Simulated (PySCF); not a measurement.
Electron correlation in Mg (magnesium, neutral)

[Ne] 3s1 4s1, 4s spin antiparallel (an excited configuration). All numbers are calculated (PySCF 2.14, scalar relativity by spin-free X2C-1e, in x2c-TZVPPall with one added diffuse shell each of s, p, d type (6s5p4d, 41 functions)). Frozen: 1s2; 10 electrons correlated.

MP2 pair energies summed by pair of shells (mhartree):

| pair | energy | share (%) |
| --- | --- | --- |
| 2p-2p | -123.23 | 65.7 |
| 2s-2p | -25.05 | 13.3 |
| 3s-4s | -21.83 | 11.6 |
| 2s-2s | -6.63 | 3.5 |
| 2p-4s | -5.03 | 2.7 |
| 2p-3s | -5.03 | 2.7 |
| 2s-3s | -0.41 | 0.2 |
| 2s-4s | -0.41 | 0.2 |

Total MP2 correlation energy: -187.61 mhartree.

Same-spin part -47.49 and opposite-spin part -140.12 mhartree; SCS-MP2 scales them by 1/3 and 6/5 to -183.98 mhartree.

This basis was not built for core-valence correlation, so the inner-shell part is incomplete.
